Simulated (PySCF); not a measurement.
Vertical excitations of a molecule C4H5F from PySCF with TDDFT-PBE/def2-SVPD, as energy in eV (oscillator strength): 6.27 (0.020), 6.37 (0.005), 6.81 (0.072), 7.09 (0.035), 7.44 (0.043), 7.59 (0.034), 7.84 (0.001), 7.93 (0.020), 8.11 (0.035), 8.21 (0.014). Lowest triplet (TDA): 4.32 eV. The structure is a stationary point at PBE0-D3(BJ)/def2-SVP. Other conformers were not sampled.

Task: Identify the compound among the candidates.
A) FC1=CCC1
B) C=C=C(C)F
C) C=CC(=C)F
D) F[C@H]1C=CC1

Result: D, F[C@H]1C=CC1
